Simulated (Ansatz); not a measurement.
`NCB1C=N1` → `NB1C=N1` + `[CH2]` (triplet) at 700 K and 1 bar (formal loss of a carbene).

Program: Ansatz. Geometries: PBE0-D4/def2-TZVP. ΔE: electronic, gas phase. CCSD(T)/CBS is the MP2 limit (def2-TZVPP, def2-QZVPP) plus CCSD(T) − MP2 in def2-TZVPP, frozen cores. This one scheme is used for every species. Triplets are unrestricted, without spin–orbit coupling. Each species was taken in one conformer, which may not be the lowest.

```json
{"species": "`NCB1C=N1`", "CCSD(T)/CBS energy (Eh)": "-213.25848", "H − E (kJ/mol)": "270.7", "S (J/(mol·K))": "418.3"}
{"species": "`NB1C=N1`", "CCSD(T)/CBS energy (Eh)": "-174.04950", "H − E (kJ/mol)": "180.6", "S (J/(mol·K))": "346.3"}
{"species": "`[CH2]` (triplet)", "CCSD(T)/CBS energy (Eh)": "-39.09499", "H − E (kJ/mol)": "70.4", "S (J/(mol·K))": "226.8"}
```

H − E and S are ideal-gas, rigid-rotor, harmonic terms from PBE0-D4/def2-TZVP, for one conformer and one mirror image of each species, with the whole ground term of open shells counted as degenerate. 1 Eh = 2625.50 kJ/mol, R = 8.31446 J/(mol·K).

By hand: ΔE, ΔH, ΔS and ΔG.

ΔE = (-174.04950) + (-39.09499) − (-213.25848) = 0.11399 Eh = 299.3 kJ/mol. Δ(H − E) = 180.6 + 70.4 − 270.7 = -19.7, so ΔH = 279.6 kJ/mol. ΔS = 346.3 + 226.8 − 418.3 = 154.8 J/(mol·K). ΔG = 279.6 − 700 × (154.8)/1000 = 171.2 kJ/mol.

By hand: the equilibrium constant, and the temperature at which ΔG would vanish if ΔH and ΔS stayed fixed.

log₁₀ K = −ΔG/(RT ln 10) = -12.8. ΔG = 0 at ΔH/ΔS = 1806 K.

The number of gas molecules changes by +1, which sets the sign of ΔS. A doubt of 5 kJ/mol in ΔE shifts log₁₀ K by 0.4 here. Other conformers and mirror images would add mixing entropy, several J/(mol·K) or more a flexible species. A triplet takes part, so the spin changes. These are equilibria of isolated gas molecules and say nothing of rates. Largest T1 diagnostic: 0.012 (customary marks: 0.02 for closed shells, 0.045 for open ones).
